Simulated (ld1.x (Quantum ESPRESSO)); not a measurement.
## niobium: one change to a TM potential, before and after

* Element: niobium
* Generator: ld1.x (Quantum ESPRESSO) 7.5
* Type: norm-conserving Troullier–Martins (Kleinman–Bylander form)
* Functional: LDA (PZ)
* Relativity: scalar-relativistic
* Frozen core: [Ar] 3d10 4s2
* Valence charge: 11
* Reference configuration: 4p6 4d4 5s1 5p0
* Partial waves: 5s (bound): rc 3.30 bohr; 4d (bound): rc 1.70 bohr; 4p (bound): rc 1.20 bohr
* Local potential: the p channel
* Core correction: none

Change: wave 4p (bound): rc 1.20 bohr becomes 4p (bound): rc 0.78 bohr.

Cutoffs: the cutoffs (Ry, on a coarse ladder) from which the occupation-weighted sum of valence levels, in a spherical-Bessel basis at the reference potential, stays within 10 and 1 mRy of its value at 400 Ry; they do not see the model core or the augmentation charge, which bear on the density cutoff. Errors are all-electron minus pseudo energies relative to the spin-unpolarised reference configuration.

**Question.** What does the change do?

**Answer.** Both files keep a bound ghost (s); the number of tests that count goes from 9 to 8; of the 8 tests that both files solve, the error grows in 4 and shrinks in 1 by more than 15 % and 0.3 meV (median size 14.0 → 61.0 meV); the range in which the s phases agree narrows (upper end 2.6 → 0.1); the range in which the p phases agree narrows (upper end 3.0 → -0.3).

```tsv
quantity	base	changed
cutoffs, loose and tight	70 Ry, 120 Ry	not determined
bound ghosts	s	s
tests counted (converged, no solver errors)	9 of 9	8 of 9
error for 4p6 4d4 5s0 5p0, meV [ΔE 6.92 eV]	-9.2	-8.9
error for 4p6 4d3 5s0 5p0, meV [ΔE 21.19 eV]	+13	+16
error for 4p6 4d2 5s0 5p0, meV [ΔE 46.13 eV]	+53	+70
error for 4p6 4d3 5s1 5p0, meV [ΔE 7.21 eV]	-15	+52
error for 4p6 4d4 5s0 5p1, meV [ΔE 3.05 eV]	+3.0	+132
error for 4p6 4d4.5 5s0.5 5p0, meV [ΔE 0.58 eV]	-4.9	-3.3
error for 4p6 4d4 5s1 5p0 (spin-polarised), meV [ΔE -2.61 eV]	+248	+270
error for 4p6 4d4 5s0 5p0 (spin-polarised), meV [ΔE 4.79 eV]	+234	+258
s: phases at 3.60 bohr within 0.05 rad from the reference energy up to (Ry; the scan ends near 5)	2.6	0.1
p: phases at 3.60 bohr within 0.05 rad from the reference energy up to (Ry; the scan ends near 5)	3.0	-0.3
d: phases at 3.60 bohr within 0.05 rad from the reference energy up to (Ry; the scan ends near 5)	4.4	0.9
```

Base: These tests converged, but a pseudo level misses the all-electron one widely, so the file describes the atom poorly there or has found another state: 4p6 4d2 5s0 5p0: empty 5s by 3.5 eV (a node warning on the way). Changed file: Tests not counted: 4p5 4d4 5s1 5p0 (solver errors, printed error -1.3 eV). These tests converged, but a pseudo level misses the all-electron one widely, so the file describes the atom poorly there or has found another state: 4p6 4d2 5s0 5p0: empty 5s by 4.5 eV (a node warning on the way). A true bound ghost makes a file unfit for plane-wave use even where its test errors are small: the radial tests pick states by their node count and pass the ghost by. Where a test does run into it, the solver fails or the error is huge.
